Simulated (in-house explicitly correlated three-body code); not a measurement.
Computed with an exponentially correlated three-body code. Model: two electrons around a point charge, non-relativistic, variational in 260 exponentially correlated functions (energies converged to about 1e-7 hartree, or 1e-8 relative for large Z).

For two electrons in a singlet the Kohn-Sham orbital is the square root of half the density, so the exact Kohn-Sham potential and energy parts follow from the density alone, and exchange is minus half the Hartree energy. The Kohn-Sham level equals minus the binding energy of the second electron.

Command:
```bash
python run_hyl.py task.json out
```
Settings (lengths in bohr, energies in hartree):
```
Z                      1.92
interaction_strength   1
functions              260
states_tried           13
```

Cost of the run: 45 s on 1 thread of Intel(R) Xeon(R) Platinum 8375C CPU @ 2.90GHz (Ice Lake), with other jobs on the host.

**Those bound S and P states to n = 4 that converged, binding against the one-electron ion.**

Given: nuclear charge 1.92.

Computed: one-electron threshold -1.8432 hartree.

```
term  energy (hartree)  binding (eV)  quantum defect
1 1S       -2.63999013        21.682         0.27121
2 3S                 ?             ?               ?
2 1S       -1.96830001        3.4041         0.16074
2 3P       -1.95587841        3.0661        0.062006
2 1P       -1.94811859         2.855      -0.0083833
3 3S       -1.90206241        1.6017         0.31865
3 1S       -1.89546385        1.4222         0.15441
3 3P       -1.89236169        1.3378        0.066005
3 1P                 ?             ?               ?
4 3S       -1.87438348       0.84855         0.31608
4 1S       -1.87178904       0.77795         0.15255
4 3P       -1.87056167       0.74455        0.067203
4 1P       -1.86950786       0.71587       -0.010791
```

**Question.** What belongs in the row 2 3S?

**Answer.** energy (hartree): -1.994497; binding (eV): 4.117; quantum defect: 0.32753.

**Question.** What belongs in the row 3 1P?

**Answer.** energy (hartree): -1.88990204; binding (eV): 1.2708; quantum defect: -0.010266.

**Converged states only, values per electron or pair.**

| term | mean r (bohr) | mean r squared (bohr²) | mean inverse r (1/bohr) | mean r12 (bohr) | mean inverse r12 (1/bohr) | mean cosine | mean p1 dot p2 (bohr⁻²) | delta r1 (bohr⁻³) | delta r12 (bohr⁻³) |
| --- | --- | --- | --- | --- | --- | --- | --- | --- | --- |
| 1 1S | 0.97846 | 1.3257 | 1.6084 | 1.5001 | 0.89613 | -0.06667 | 0.14881 | 1.5791 | 0.08929 |
| 2 3S | ? | ? | ? | ? | ? | ? | ? | ? | - |
| 2 1S | 3.1816 | 18.543 | 1.0855 | 5.6569 | 0.23179 | -0.014432 | 0.0085532 | 1.1559 | 0.0068475 |
| 2 3P | 2.889 | 15.574 | 1.0828 | 5.0981 | 0.24627 | -0.034301 | -0.052628 | 1.1146 | - |
| 2 1P | 3.1439 | 18.553 | 1.0734 | 5.5747 | 0.22555 | -0.005775 | 0.036922 | 1.1273 | 0.00053158 |
| 3 3S | 6.2751 | 79.196 | 1.0192 | 11.806 | 0.10944 | -0.0042367 | 0.0016811 | 1.1361 | - |
| 3 1S | ? | ? | ? | ? | ? | ? | ? | ? | ? |
| 3 3P | 6.8524 | 96.95 | 1.0135 | 12.962 | 0.10699 | -0.0097966 | -0.015175 | 1.1231 | - |
| 3 1P | 7.2396 | 108.39 | 1.0106 | 13.727 | 0.10083 | -0.0014735 | 0.011752 | 1.1268 | 0.00018231 |
| 4 3S | 11.471 | 276.85 | 0.99203 | 22.18 | 0.06065 | -0.0016732 | 0.00065499 | 1.1302 | - |
| 4 1S | 12.472 | 328.77 | 0.98999 | 24.18 | 0.057973 | -0.0017453 | 0.00095495 | 1.1297 | 0.00078217 |
| 4 3P | 12.447 | 330.62 | 0.98974 | 24.133 | 0.059491 | -0.0040441 | -0.0062693 | 1.1251 | - |
| 4 1P | 12.965 | 358.93 | 0.98852 | 25.165 | 0.056909 | -0.0005931 | 0.0050643 | 1.1266 | 8.059e-05 |

**Question.** What belongs in the row 2 3S?

**Answer.** mean r (bohr): 2.7092; mean r squared (bohr²): 13.017; mean inverse r (1/bohr): 1.1045; mean r12 (bohr): 4.7358; mean inverse r12 (1/bohr): 0.25223; mean cosine: -0.016038; mean p1 dot p2 (bohr⁻²): 0.0066738; delta r1 (bohr⁻³): 1.165.

**Question.** What belongs in the row 3 1S?

**Answer.** mean r (bohr): 7.0108; mean r squared (bohr²): 99.928; mean inverse r (1/bohr): 1.0141; mean r12 (bohr): 13.272; mean inverse r12 (1/bohr): 0.10317; mean cosine: -0.0042122; mean p1 dot p2 (bohr⁻²): 0.0023496; delta r1 (bohr⁻³): 1.1345; delta r12 (bohr⁻³): 0.0019125.

**Exact Kohn-Sham parts of the ground state from its density.**

Computed: total energy -2.63999013 hartree; Kohn-Sham kinetic 2.6037 hartree; exchange energy -0.97433 hartree; DFT correlation energy -0.041946 hartree; kinetic part of the DFT correlation energy 0.036257 hartree; potential part of the DFT correlation energy -0.078203 hartree; exact minus restricted Hartree-Fock -0.041873 hartree; Kohn-Sham level -21.682 eV; restricted Hartree-Fock level -22.075 eV; C6 of two such species 1.9995 hartree·bohr⁶.

**Question.** What is the dipole polarisability?

**Answer.** 1.7107 bohr³.

**Question.** What is the Hartree energy?

**Answer.** 1.9487 hartree.

**Functionals on the exact density and self-consistent, errors are functional minus exact, hybrids only self-consistent, a dash where a self-consistent run leaves the top level unbound.**

```json
{"result": "revTPSS", "exchange error (millihartree)": "-4.352", "correlation error (millihartree)": "-3.7534", "functional driven error (millihartree)": "-8.1055", "density driven error (millihartree)": "-0.14988", "self consistent total error (millihartree)": "-8.2554", "top level plus exact binding (eV)": "7.6584"}
{"result": "AM05", "exchange error (millihartree)": "102.4", "correlation error (millihartree)": "-53.918", "functional driven error (millihartree)": "48.479", "density driven error (millihartree)": "-1.1099", "self consistent total error (millihartree)": "47.369", "top level plus exact binding (eV)": "8.614"}
{"result": "r2SCAN0", "exchange error (millihartree)": "-", "correlation error (millihartree)": "-", "functional driven error (millihartree)": "-", "density driven error (millihartree)": "-", "self consistent total error (millihartree)": "0.31156", "top level plus exact binding (eV)": "5.4797"}
{"result": "OLYP", "exchange error (millihartree)": "-1.3218", "correlation error (millihartree)": "-1.3164", "functional driven error (millihartree)": "-2.6382", "density driven error (millihartree)": "-1.328", "self consistent total error (millihartree)": "-3.9663", "top level plus exact binding (eV)": "8.2777"}
{"result": "HSE06", "exchange error (millihartree)": "-", "correlation error (millihartree)": "-", "functional driven error (millihartree)": "-", "density driven error (millihartree)": "-", "self consistent total error (millihartree)": "6.6493", "top level plus exact binding (eV)": "6.3918"}
{"result": "PBEsol", "exchange error (millihartree)": "53.977", "correlation error (millihartree)": "-9.9174", "functional driven error (millihartree)": "44.06", "density driven error (millihartree)": "-0.96357", "self consistent total error (millihartree)": "43.096", "top level plus exact binding (eV)": "8.5559"}
{"result": "SCAN", "exchange error (millihartree)": "-5.2811", "correlation error (millihartree)": "4.3518", "functional driven error (millihartree)": "-0.92938", "density driven error (millihartree)": "-0.24653", "self consistent total error (millihartree)": "-1.1759", "top level plus exact binding (eV)": "7.5983"}
{"result": "PBE0", "exchange error (millihartree)": "-", "correlation error (millihartree)": "-", "functional driven error (millihartree)": "-", "density driven error (millihartree)": "-", "self consistent total error (millihartree)": "7.8925", "top level plus exact binding (eV)": "5.9881"}
{"result": "LDA VWN5", "exchange error (millihartree)": "133.99", "correlation error (millihartree)": "-68.551", "functional driven error (millihartree)": "65.437", "density driven error (millihartree)": "-1.6189", "self consistent total error (millihartree)": "63.818", "top level plus exact binding (eV)": "8.5167"}
{"result": "BP86", "exchange error (millihartree)": "-0.91166", "correlation error (millihartree)": "-1.6845", "functional driven error (millihartree)": "-2.5962", "density driven error (millihartree)": "-0.65601", "self consistent total error (millihartree)": "-3.2522", "top level plus exact binding (eV)": "8.1881"}
{"result": "wB97X", "exchange error (millihartree)": "-", "correlation error (millihartree)": "-", "functional driven error (millihartree)": "-", "density driven error (millihartree)": "-", "self consistent total error (millihartree)": "-0.77058", "top level plus exact binding (eV)": "3.2749"}
{"result": "PBE", "exchange error (millihartree)": "?", "correlation error (millihartree)": "?", "functional driven error (millihartree)": "?", "density driven error (millihartree)": "?", "self consistent total error (millihartree)": "?", "top level plus exact binding (eV)": "?"}
{"result": "RPBE", "exchange error (millihartree)": "?", "correlation error (millihartree)": "?", "functional driven error (millihartree)": "?", "density driven error (millihartree)": "?", "self consistent total error (millihartree)": "?", "top level plus exact binding (eV)": "?"}
{"result": "LDA PW92", "exchange error (millihartree)": "133.99", "correlation error (millihartree)": "-68.183", "functional driven error (millihartree)": "65.805", "density driven error (millihartree)": "-1.6342", "self consistent total error (millihartree)": "64.171", "top level plus exact binding (eV)": "8.5208"}
{"result": "r2SCAN", "exchange error (millihartree)": "-5.2811", "correlation error (millihartree)": "4.3518", "functional driven error (millihartree)": "-0.92938", "density driven error (millihartree)": "-0.24653", "self consistent total error (millihartree)": "-1.1759", "top level plus exact binding (eV)": "7.5983"}
{"result": "M06-L", "exchange error (millihartree)": "-11.781", "correlation error (millihartree)": "2.6466", "functional driven error (millihartree)": "-9.1342", "density driven error (millihartree)": "-2.2766", "self consistent total error (millihartree)": "-11.411", "top level plus exact binding (eV)": "7.5629"}
{"result": "PW91", "exchange error (millihartree)": "7.2853", "correlation error (millihartree)": "-3.2222", "functional driven error (millihartree)": "4.0631", "density driven error (millihartree)": "-0.96298", "self consistent total error (millihartree)": "3.1001", "top level plus exact binding (eV)": "8.2131"}
{"result": "BLYP", "exchange error (millihartree)": "-0.91166", "correlation error (millihartree)": "-1.3164", "functional driven error (millihartree)": "-2.2281", "density driven error (millihartree)": "-1.3069", "self consistent total error (millihartree)": "-3.535", "top level plus exact binding (eV)": "8.1769"}
{"result": "TPSS", "exchange error (millihartree)": "-4.9696", "correlation error (millihartree)": "-0.61267", "functional driven error (millihartree)": "-5.5823", "density driven error (millihartree)": "-0.2528", "self consistent total error (millihartree)": "-5.8351", "top level plus exact binding (eV)": "7.8265"}
{"result": "B3LYP VWN-RPA", "exchange error (millihartree)": "-", "correlation error (millihartree)": "-", "functional driven error (millihartree)": "-", "density driven error (millihartree)": "-", "self consistent total error (millihartree)": "-11.726", "top level plus exact binding (eV)": "6.1906"}
```

**Question.** What belongs in the row PBE?

**Answer.** exchange error (millihartree): 10.272; correlation error (millihartree): 0.49186; functional driven error (millihartree): 10.764; density driven error (millihartree): -0.92205; self consistent total error (millihartree): 9.842; top level plus exact binding (eV): 8.3143.

**Question.** What belongs in the row RPBE?

**Answer.** exchange error (millihartree): -6.5794; correlation error (millihartree): 0.49186; functional driven error (millihartree): -6.0875; density driven error (millihartree): -1.0424; self consistent total error (millihartree): -7.1299; top level plus exact binding (eV): 8.2591.

The density-driven part is never positive, since each functional's own density lowers its energy. Here it is small beside the functional-driven part (median ratio 0.17), the normal case. The correlation energy of density-functional theory lies 0.073 millihartree below exact minus Hartree-Fock, because the Hartree-Fock density, unlike the exact one, minimises the Hartree-Fock energy.
